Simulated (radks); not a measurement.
Q: Pt, 78 electrons, occupied as [Xe] 4f14 5d8 6s1 6d1 (not the ground configuration). Calculated with a radial shooting solver on a logarithmic mesh with Libxc functionals: scalar-relativistic Kohn-Sham, OLYP, spin-polarised, spherical densities, finite nucleus; open shells are filled with parallel spins first (spin-orbit coupling, left out, can overturn this in heavy ions); Fermi nuclear charge, rms radius 5.427 fm. Some entries of the table are withheld. Estimate them.

| orbital | occ. | eigenvalue (eV) | <1/r> (bohr^-1) | <r^2> (bohr^2) |
|---|---|---|---|---|
| 1s up | 1 | -78397.40 | 93.90 | 0.0004063 |
| 1s down | 1 | -78397.38 | 93.90 | 0.0004063 |
| 2s up | 1 | -13787.56 | 22.01 | 0.006203 |
| 2s down | 1 | -13787.41 | 22.01 | 0.006203 |
| 2p up | 3 | -11955.60 | 19.66 | 0.005201 |
| 2p down | 3 | -11955.47 | 19.66 | 0.005201 |
| 3s up | 1 | -3246.164 | 8.161 | 0.04004 |
| 3s down | 1 | -3246.091 | 8.161 | 0.04004 |
| 3p up | 3 | -2712.346 | 7.466 | 0.04104 |
| 3p down | 3 | -2712.267 | 7.466 | 0.04104 |
| 3d up | 5 | -2133.003 | 7.035 | 0.03398 |
| 3d down | 5 | -2132.886 | 7.035 | 0.03398 |
| 4s up | 1 | -704.2254 | 3.494 | 0.1943 |
| 4s down | 1 | -704.0796 | 3.493 | 0.1943 |
| 4p up | 3 | -529.0163 | 3.159 | 0.2218 |
| 4p down | 3 | -528.8762 | 3.159 | 0.2218 |
| 4d up | 5 | -316.1009 | 2.829 | 0.2530 |
| 4d down | 5 | -315.9338 | 2.829 | 0.2529 |
| 5s up | 1 | -110.6440 | 1.418 | 1.017 |
| 5s down | 1 | -109.6482 | 1.423 | 1.011 |
| 4f up | 7 | -79.2485 | (1) | 0.3236 |
| 4f down | 7 | -79.0012 | (2) | 0.3220 |
| 5p up | 3 | -64.8397 | 1.202 | 1.372 |
| 5p down | 3 | -63.5787 | 1.208 | 1.359 |
| 5d up | 5 | -14.1907 | 0.8271 | 2.966 |
| 5d down | 3 | -12.4357 | 0.8311 | 3.010 |
| 6s up | 1 | -11.3302 | 0.4894 | 7.625 |
| 6d up | 1 | -0.6754 | 0.1131 | 121.2 |

A: 
(1) 4f up <1/r> (bohr^-1): 2.393
(2) 4f down <1/r> (bohr^-1): 2.396
